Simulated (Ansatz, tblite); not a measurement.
Cost and result up the ladder for WNF3 (5 atoms). The state is a singlet with charge 0. Geometry: PBE0-D4/def2-SVP.

```
atom    x (Å)    y (Å)    z (Å)
  W1   0.0111  -0.0384   0.0522
  N2  -0.2681   0.9258  -1.2581
  F3   1.7712  -0.5926  -0.1756
  F4  -1.2534  -1.3907  -0.1184
  F5  -0.2608   1.0960   1.5000
```

Ansatz on 4 threads of Arm Neoverse V2 on a shared host; xTB runs through tblite on one thread. Times are rough, summed over both states, and most runs start from the orbitals of an earlier one. No level here is sound enough to serve as a yardstick. The other state is a doublet.

In the def2 sets W takes a core potential; there is no spin–orbit coupling. The xTB rows come from tblite.

Raw xTB energies of ions are shifted by several eV.

```csv
level,functions,wall time
GFN1-xTB,25,0.005 s
GFN2-xTB,25,0.007 s
PBE-D4/def2-TZVP,164,6.5 s
PBE0-D4/def2-TZVP,164,8.3 s
```

**Question.** Estimate what each level gives for the vertical IE (eV).

**Answer.** 
| level | vertical IE (eV) | remarks |
| --- | --- | --- |
| GFN1-xTB | 15.01 | – |
| GFN2-xTB | 14.66 | – |
| PBE-D4/def2-TZVP | 11.55 | – |
| PBE0-D4/def2-TZVP | 11.76 | restricted SCF unstable in HF (singlet) |
